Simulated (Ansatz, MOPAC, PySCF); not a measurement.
Lewis adduct: GaH2I (SMILES [GaH2][I]) (first 4 atoms) with H2O (SMILES O); geometry from B3LYP-D3(BJ)/def2-TZVP, rigid monomers moved along the line of their centres of mass till Ga1···O5 is 2.94 Å.
(charge 0, multiplicity 1):
```xyz
7

Ga    -0.0273    -1.2065     1.5089
I     -0.1618     1.0681     0.2849
H      1.3965    -1.8371     1.4839
H     -1.4106    -1.9196     1.6619
O      0.0235    -0.3406     4.3152
H      0.1880     0.5882     4.0833
H     -0.8479    -0.3666     4.7328
```

Interaction energies are E(AB) − E(A) − E(B) at the monomers' geometry in the complex; basis-set methods are counterpoise corrected. Rows marked so take none.

Correlated levels freeze the cores. Filled d and f shells under p-block atoms count as core. CBS: X⁻³ extrapolation of the correlation energy, Hartree–Fock from the larger set. Rows in 3-21G, STO-3G carry no dispersion term and start afresh at each structure; the Pople sets are all-electron and without relativity. The state that AM1, PM3, PM6, PM7 reach isn't checked; PM7 holds dispersion and hydrogen-bond terms.

Run with Ansatz (Gaussian basis) for Hartree–Fock, density functionals and correlated methods; MOPAC for AM1, PM3, PM6, PM7 (differences of heats of formation); PySCF for 3-21G rows, STO-3G rows, the dispersion terms. Each number belongs to the level named beside it. In def2 rows elements past Kr take small-core potentials, without spin–orbit coupling.

Other levels give for the interaction energy: PBE/def2-TZVPPD -8.26; B3LYP/def2-TZVPPD -7.47; B3LYP-D3(BJ)/def2-TZVPPD -9.04; wB97M-V/def2-TZVPPD -9.50; CCSD(T)/CBS(def2-SVPD, def2-TZVPPD) -8.96 kcal/mol.

Common cheap choices:

| level | interaction energy (kcal/mol) |
|---|---|
| AM1 | -10.11 |
| PM3 | -20.72 |
| PM6 | -4.17 |
| PM7 | -4.54 |
| HF/STO-3G (no counterpoise) | -9.52 |
| HF/3-21G (no counterpoise) | -17.24 |
| B3LYP/3-21G (no counterpoise) | -20.57 |

Ansatz is a first-principles code.
